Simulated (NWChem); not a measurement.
System: GeCl₃F; SMILES [F][Ge]([Cl])([Cl])[Cl]

```xyz
5

F      0.0000     0.0000     1.9204
Ge     0.0000     0.0000     0.2032
Cl     0.7317    -1.8773    -0.4461
Cl     1.2599     1.5723    -0.4461
Cl    -1.9916     0.3050    -0.4461
```
Atoms are numbered in this order, from 1.

Level: PBE0/def2-SVP (NWChem), optimised geometry, unscaled harmonic frequencies. 

Task: List the harmonic frequencies with IR intensities, and the thermochemistry.

Result: 
```
frequency (cm⁻¹)  IR intensity (km/mol)
----------------  ---------------------
133                                 0.5
133                                 0.5
170                                 6.8
214                                21.8
214                                21.8
414                                 5.3
480                                95.5
480                                95.5
750                                72.7
```

```yaml
zero_point_energy: 4.3 kcal/mol
thermal correction to the enthalpy at 298.15 K (with zero-point energy): 9.1 kcal/mol
heat capacity Cv: 20.1 cal/(mol K)
entropy at 298.15 K and 1 atm (symmetry number 3): 83.4 cal/(mol K)
dipole_moment: 0.90 D
```

Rigid rotor and harmonic oscillator.
